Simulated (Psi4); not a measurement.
A dimer, H2O ··· CS2 (SMILES O and S=C=S); the first 3 atoms form monomer A.

```
6

O     -0.0008     0.3896     0.0000
H      0.7654    -0.1932     0.0000
H     -0.7646    -0.1964     0.0000
S     -0.4883     0.7583    -3.9136
C     -0.2744    -0.6398    -3.2728
S     -0.0606    -2.0378    -2.6321
```

### Question
What interaction energy does SAPT0/jun-cc-pVDZ, frozen core run with Psi4 1.11 give, and which attractive term is the largest?

### Answer
Total -0.28 kcal/mol: electrostatics -1.05, exchange 2.09, induction -0.31, dispersion -1.00. The most attractive term is electrostatics.
